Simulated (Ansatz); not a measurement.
```xyz
9

B     0.813   -1.207    0.488
C    -0.352   -0.501   -0.271
C    -0.418    0.949   -0.231
C    -0.451    2.143   -0.184
F    -0.491    3.418   -0.137
H     0.858   -2.403    0.451
H     1.645   -0.600    1.093
H    -1.289   -0.941    0.103
H    -0.315   -0.858   -1.312
```

The species carries charge 0 and has multiplicity 1.

List the r2SCAN/def2-TZVPP orbital energies in eV (the Gaussian-basis code of Ansatz). (Estimate.)

Ansatz gave: Occupied: -668.27, -275.07, -273.63, -273.22, -180.81, -34.04, -20.63, -18.65, -15.88, -13.05, -12.82, -12.80, -12.10, -11.20, -9.39, -8.49, -6.60, -6.40. Lowest empty: -2.21, 0.86, 1.08, 1.08, 1.72, 2.95, 3.05, 3.12.
